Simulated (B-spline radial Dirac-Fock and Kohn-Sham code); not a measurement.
Spin-orbit splitting of the 4p hole in neutral atoms, Ce to Os. The computed values come from a radial finite-basis atomic code: multi-electron Dirac-Fock with separately optimised hole states, Breit and Lamb-shift corrections added in first order.

```
 Z  element  4p1/2 (eV)  4p3/2 (eV)  splitting (eV)
58       Ce       246.5       227.6           18.95
59       Pr       250.7       230.1           20.57
60       Nd       263.1       240.6           22.50
61       Pm       275.7       251.2           24.55
62       Sm       288.5       261.8           26.74
63       Eu       301.5       272.4           29.07
64       Gd       323.4       291.6           31.75
65       Tb       328.3       294.1           34.19
66       Dy       342.1       305.1           36.99
67       Ho       356.2       316.2           39.98
68       Er       370.6       327.5           43.14
69       Tm       385.4       338.9           46.50
70       Yb       400.5       350.4           50.07
71       Lu       425.4       371.3           54.06
72       Hf       451.2       392.9           58.35
73       Ta       478.0       415.1           62.93
74        W       505.9       438.0           67.83
75       Re       534.7       461.6           73.05
76       Os       564.5       485.9           78.62
```

Q: How does the splitting scale with Z?

A: A power law fitted over this range goes as Z^5.25. A fit of the fourth root gives (Z − 15.9)⁴, with a largest misfit of 1.9 %.
